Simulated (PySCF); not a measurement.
Compound: C₄H₃F₄S (charge -1).
Cartesian coordinates in Å at the GFN2-xTB level; atoms count from 1:
```
atom  x, y, z in Å
F1     0.903   -1.800   -0.407
C2     0.903   -0.430   -0.161
C3     1.986    0.166    0.361
S4     2.110    1.833    0.643
C5    -0.348    0.271   -0.582
C6    -1.573   -0.155    0.197
F7    -1.440   -0.102    1.527
F8    -2.649    0.628   -0.092
F9    -1.986   -1.408   -0.086
H10    2.845   -0.449    0.609
H11   -0.581    0.111   -1.642
H12   -0.169    1.334   -0.392
```

The closed-shell SCF was solved with PySCF and density fitting under several settings on one GFN2-xTB geometry (grid level 2 and gas phase unless stated).

```
                  settings  basis functions  SCF cycles     E (Eh)  HOMO (eV)  LUMO (eV)
          OLYP/aug-cc-pVDZ              238          17  -951.7865       0.48       2.11
PBE0/MINI, IEF-PCM acetone               52          13  -945.3959      -4.64       0.82
```

Problem. Estimate the row for these settings: WP04/def2-SVPD, damping 0.1 at the start, DIIS from the seventh cycle, fitting basis def2-universal-jkfit.

Solution. 
```csv
settings,basis functions,SCF cycles,E (Eh),HOMO (eV),LUMO (eV)
"WP04/def2-SVPD, damping 0.1 at the start, DIIS from the seventh cycle, fitting basis def2-universal-jkfit",223,24,-965.5881,-1.75,2.62
```

Problem. Over all rows, what range does the HOMO–LUMO gap span?

Solution. From 1.63 eV (OLYP/aug-cc-pVDZ) to 5.46 eV (PBE0/MINI, IEF-PCM acetone). The functional of the narrowest has no exact exchange, that of the widest 25 % exact exchange.

Whole jobs, the steps after the SCF included, on one thread of an Arm Neoverse V1, on a shared host:

```json
{"settings": "OLYP/aug-cc-pVDZ", "work after the SCF": "25 singlets by TDA, 5 Tamm–Dancoff triplets, polarisability, density and orbital grids written", "wall time": "67 s", "peak memory": "0.78 GiB"}
{"settings": "PBE0/MINI, IEF-PCM acetone", "work after the SCF": "shieldings, charges and field gradients", "wall time": "5.5 s", "peak memory": "0.41 GiB"}
{"settings": "WP04/def2-SVPD, damping 0.1 at the start, DIIS from the seventh cycle, fitting basis def2-universal-jkfit", "work after the SCF": "spin–spin couplings from 7 perturbed nuclei, spin–dipole term for 4 of them", "wall time": "76 s", "peak memory": "0.94 GiB"}
```

Cycle counts include a coarse-grid stage where the run had one. WP04 was designed for NMR shieldings or shifts; total energies of different functionals aren't comparable. The HOMO energy is positive at OLYP/aug-cc-pVDZ; such an orbital is held in place by the finite basis. Geometry: GFN2-xTB, one conformer.
